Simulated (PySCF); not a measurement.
Predicted spectroscopic data

How the numbers were obtained: geometry from PBE0-D3(BJ)/def2-SVP, GIAO PBE0/pcSseg-1 shieldings, in PySCF 2.14 (non-relativistic Hamiltonian, one computed conformer, rapidly exchanging positions averaged, isolated molecule).

References, each an isolated molecule treated in the same way: TMS for ¹H (σref 31.27) and ¹³C (σref 184.41). Where no couplings were computed, multiplicities follow the n + 1 count of equivalent neighbours, and m marks all less simple cases (inequivalent or close neighbours, rings, F or P nearby). Shifts are as computed. Against solution values, carbons near 30 ppm lie about +2 ppm off and those near 130 ppm about +5 ppm. Of 1211 compounds with measured shifts, 218 miss one by over three times the rms of a fit or turn the order of signals round; such compounds aren't used in these exercises.

Compound 1 (C7H12O). ¹H NMR (600 MHz, computed): δ 5.29 (m, 1H), 5.20 (m, 1H), 3.17 (s, 3H), 2.90 (m, 1H), 2.36 (m, 1H), 1.94 (m, 1H), 1.70 (m, 1H), 1.18 (s, 3H). ¹³C{¹H} NMR (computed): δ 159.1 (C), 113.7 (CH2), 82.2 (C), 50.5 (CH3), 34.8 (CH2), 31.0 (CH2), 18.6 (CH3). Structure: `InChI=1S/C7H12O/c1-6-4-5-7(6,2)8-3/h1,4-5H2,2-3H3/t7-/m1/s1`.

Compound 2 (C12H20Si). ¹H NMR (600 MHz, computed): δ 5.97 (m, 4H), 5.20 (m, 4H), 5.18 (m, 4H), 1.59 (d, 8H). ¹³C{¹H} NMR (computed): δ 143.2 (CH), 120.7 (CH2), 20.0 (CH2). Structure: `C([Si](CC=C)(CC=C)CC=C)C=C`.
